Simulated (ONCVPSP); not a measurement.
## Before and after: ONCV potential for N (Z = 7)

```
Element                 : nitrogen
Generator               : ONCVPSP 4.0.1
Type                    : optimised norm-conserving Vanderbilt (ONCV)
Functional              : PBE
Relativity              : fully relativistic
Frozen core             : [He]
Valence charge          : 5
Reference configuration : 2s1.75 2p3.25
Partial waves           : 2s: rc 0.95 bohr, ncon 3, nbas 7, qcut 6.7 1/bohr, 1 projector; 2p: rc 2.50 bohr, ncon 3, nbas 6, qcut 6.6 1/bohr, 1 projector; d scattering state at 0.41 Ha: rc 2.15 bohr, ncon 4, nbas 7, qcut 5.3 1/bohr, 2 projectors, debl 1.8 Ha
Local potential         : polynomial inside 0.60 bohr (lpopt 5, dvloc0 4 Ha)
Core correction         : none
```

Open shells are filled in proportion to 2j + 1.

All-electron outer shells of the reference configuration (PBE, scalar-relativistic, ld1.x):

```csv
shell,level (eV),outermost node (bohr),outermost maximum (bohr)
1s,-384.93,–,0.15
2s,-18.70,0.32,1.02
2p,-7.20,–,0.98
```

Change: s: qcut 8.4; p: qcut 8.3; d: qcut 6.7.

Cutoffs: the cutoffs (Ha) at which the residual kinetic energy of the hardest occupied pseudo-wave falls to 1 and 0.1 mHa per electron; they do not see the model core or the augmentation charge, which bear on the density cutoff. Errors are all-electron minus pseudo energies relative to the spin-unpolarised reference configuration.

What does the change do?

The potential gets neither clearly harder nor softer (27 Ha and 141 Ha → 28 Ha and 36 Ha); of the 4 tests that both files solve, the error grows in 0 and shrinks in 2 by more than 15 % and 0.3 meV (median size 120.8 → 107.6 meV); neither file shows a bound ghost.

| quantity | base | changed |
| --- | --- | --- |
| cutoff, loose | 27 Ha | 28 Ha |
| cutoff, tight | 141 Ha | 36 Ha |
| loose cutoff by channel | s 27 Ha, p 12 Ha | s 28 Ha, p 13 Ha |
| bound ghosts | none | none |
| GHOST(+) flags under 300 eV | d5/2 at 89.2 eV, d3/2 at 91.3 eV | none |
| error for 2s2 2p3, meV [ΔE -2.87 eV] | -2.0 | -1.6 |
| error for 2s2 2p2, meV [ΔE 10.72 eV] | +171 | +144 |
| error for 2s2 2p1, meV [ΔE 39.57 eV] | +1110 | +952 |
| error for 2s0 2p5, meV [ΔE 20.17 eV] | -70 | -71 |
| s: phases at 0.97 bohr within 0.05 rad from the reference energy up to (Ha; the scan ends near 5) | 4.5 | to the end of the scan |
| p3/2: phases at 2.54 bohr within 0.05 rad from the reference energy up to (Ha; the scan ends near 5) | 0.3 | 0.3 |
| p1/2: phases at 2.54 bohr within 0.05 rad from the reference energy up to (Ha; the scan ends near 5) | 0.3 | 0.3 |
| d5/2: phases at 2.18 bohr within 0.05 rad from the reference energy up to (Ha; the scan ends near 5) | 3.0 | 3.6 |
| d3/2: phases at 2.18 bohr within 0.05 rad from the reference energy up to (Ha; the scan ends near 5) | 3.0 | 3.6 |
